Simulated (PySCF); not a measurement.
**Question.** What does the GFN2-xTB structure of `C[C@H](F)OCCC#N` look like in three dimensions?

**Answer.** 
```xyz
16
C5H8FNO angstrom
C     -2.6830    0.3952   -0.2882
C     -1.4430   -0.4751   -0.2265
F     -1.5774   -1.3830    0.8176
O     -0.3399    0.3112   -0.0075
C      0.8995   -0.3794   -0.0194
C      2.0007    0.6652    0.1652
C      3.3024    0.0510    0.1823
N      4.3336   -0.4406    0.1922
H     -2.6099    1.0660   -1.1379
H     -3.5633   -0.2324   -0.3870
H     -2.7520    0.9777    0.6263
H     -1.3274   -1.1081   -1.1273
H      1.0233   -0.9100   -0.9755
H      0.9311   -1.1158    0.7939
H      1.8407    1.1949    1.1075
H      1.9571    1.3920   -0.6499
```

Orientation and origin are arbitrary. Atoms count from 1 in this order. Of the pairs four or more bonds apart, F3···H14 is among the closest relative to their van der Waals radii: 2.52 Å, 94 % of the sum of Bondi's values. The 3 C–C bonds span 1.439 Å (C6–C7, drawn single) to 1.529 Å (C5–C6, drawn single), a spread of 0.090 Å. The C–O distances run from 1.372 Å (C2–O4, drawn single) to 1.419 Å (O4–C5, drawn single), a spread of 0.047 Å.

Bonds between heavy atoms (Å): C1–C2 1.516, C2–F3 1.390, C2–O4 1.372, O4–C5 1.419, C5–C6 1.529, C6–C7 1.439, C7≡N8 1.142.

Computed geometry: GFN2-xTB, gas phase.

Point group: C1 (no symmetry element, even within 0.4 Å). No GFN2-xTB frequencies stand behind this structure, so it isn't proved a minimum. The numbers are those of one conformer (C1–C2–O4–C5 -176°, C2–O4–C5–C6 177°, O4–C5–C6–C7 179°).
